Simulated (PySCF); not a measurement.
## Broadened absorption spectrum of C5H3N3

C5H3N3.
Atom-mapped SMILES: `[CH:1]#[C:2][c:3]1[cH:4][n:5][n:6][n:7][cH:8]1` (hydrogens: H9 on C1; H10 on C4; H11 on C8)

Method: PySCF 2.14.0, density-fitted response routines, TDDFT PBE0/def2-SVPD, vertical, gas phase, core orbitals frozen in the response. Geometry: GFN2-xTB; no solvent, vibrations or thermal averaging.

Computed states:

```csv
state,E (eV),f
S1,3.12,0.0025
S2,3.64,0.0000
S3,3.73,0.0000
S4,4.27,0.0052
S5,5.20,0.0003
S6,5.21,0.281
S7,5.40,0.0080
S8,6.32,0.0000
```

Each state is given a Gaussian of 0.3 eV full width at half maximum, with ε(max) = 2.175×10⁸ f / Δν̃ (Δν̃ the width in cm⁻¹). The width is an assumption, not a result. The curve ends short of the highest state used, and states not computed would add to its high-energy end.

Question: Give the broadened spectrum and its maxima.

Answer: 
E (eV), ε (L mol⁻¹ cm⁻¹) and a bar:
```
     2.67          0 
     2.77          6 
     2.88         40 
     2.98        126 
     3.09        220 
     3.19        191 
     3.30         80 
     3.40         19 
     3.51          2 
     3.61          0 
     3.72          0 
     3.82          1 
     3.93         14 
     4.03         82 
     4.14        283 
     4.24        458 #
     4.35        381 
     4.45        169 
     4.56         34 
     4.66          6 
     4.77         64 
     4.88        875 #
     4.98       4926 ######
     5.09      16197 ###################
     5.19      25112 ##############################
     5.30      20235 ########################
     5.40       9059 ###########
     5.51       2096 ###
     5.61        378 
     5.72         42
```

Maxima: 398 nm (3.12 eV), ε about 220, made up of S1 (100%); 290 nm (4.27 eV), ε about 470, made up of S4 (100%); 238 nm (5.21 eV), ε about 25000, made up of S6 (99%) (ε in L mol⁻¹ cm⁻¹; maxima over ε = 5, shares over 10%).

Question: What would ε be at 5.21 eV, the highest of these maxima, with half the width (0.15 eV)?

Answer: About 50500 L mol⁻¹ cm⁻¹ against 25500, a factor of about 1.98; a lone state at its own centre would give exactly 2.

Question: Coming from long wavelengths, where does ε first pass 100 L mol⁻¹ cm⁻¹?

Answer: At about 419 nm (2.96 eV), 0.16 eV below S1.

Question: On this curve, what absorbance would a 10⁻³ mol/L sample give at 280 nm over a 1 cm path?

Answer: 280 nm is 4.428 eV, where ε is about 210 L mol⁻¹ cm⁻¹, so A = ε c l ≈ 0.21 (Beer–Lambert, with the gas-phase spectrum and the assumed width).

Hardware: one thread, Intel Xeon Platinum 8375C at 2.90 GHz (x86_64), no GPU, shared host. Cost: 24 s wall, 0.73 GiB resident at most.
